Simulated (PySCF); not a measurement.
A run for PySCF: D3(BJ) and D4 dispersion corrections on CH4GeO (SMILES [CH3][Ge][OH]), a point of a torsion scan.

```python
from pyscf import gto
from pyscf.dispersion import dftd3, dftd4

mol = gto.M(
    atom='''
    C    -0.90416225   -0.06361816   -0.00927700
    Ge    0.49199034    1.34422672   -0.53136376
    O     1.89979452    0.47100255    0.15731015
    H    -0.83845119   -0.90981109   -0.69465484
    H    -1.92516935    0.31511500   -0.04519077
    H    -0.70972499   -0.43918282    0.99434996
    H     2.67685610    0.16755975   -0.29850434
    ''',
    basis='def2-svp',
    charge=0, spin=0, verbose=0, max_memory=1800)
d3, d4 = {}, {}
for xc in ['hf', 'pbe', 'blyp', 'revpbe', 'tpss', 'r2scan', 'b3lyp', 'pbe0', 'bhlyp', 'camb3lyp', 'b2plyp']:
    d3[xc] = float(dftd3.DFTD3Dispersion(mol, xc=xc, version='d3bj', atm=False).get_dispersion()['energy'])
    print(f'D3(BJ) {xc:10s} {d3[xc]:14.8f} Eh')
for xc in ['hf', 'pbe', 'blyp', 'revpbe', 'tpss', 'r2scan', 'b3lyp', 'pbe0', 'bhlyp', 'camb3lyp', 'b2plyp']:
    d4[xc] = float(dftd4.DFTD4Dispersion(mol, xc={'camb3lyp': 'cam-b3lyp'}.get(xc, xc), atm=True).get_dispersion()['energy'])
    print(f'D4     {xc:10s} {d4[xc]:14.8f} Eh')
```

Output:

```
D3(BJ) hf            -0.03570593 Eh
D3(BJ) pbe           -0.00405489 Eh
D3(BJ) blyp          -0.00904722 Eh
D3(BJ) revpbe        -0.01028715 Eh
D3(BJ) tpss          -0.00517130 Eh
D3(BJ) r2scan        -0.00106606 Eh
D3(BJ) b3lyp         -0.00744298 Eh
D3(BJ) pbe0          -0.00354423 Eh
D3(BJ) bhlyp         -0.00609521 Eh
D3(BJ) camb3lyp      -0.00329564 Eh
D3(BJ) b2plyp        -0.00357304 Eh
D4     hf            -0.01488425 Eh
D4     pbe           -0.00401070 Eh
D4     blyp          -0.00899762 Eh
D4     revpbe        -0.01253584 Eh
D4     tpss          -0.00541877 Eh
D4     r2scan        -0.00090572 Eh
D4     b3lyp         -0.00655266 Eh
D4     pbe0          -0.00334211 Eh
D4     bhlyp         -0.00508995 Eh
D4     camb3lyp      -0.00338257 Eh
D4     b2plyp        -0.00276349 Eh
```

The run finished.

Cost: around 0.020 core-seconds (rough).
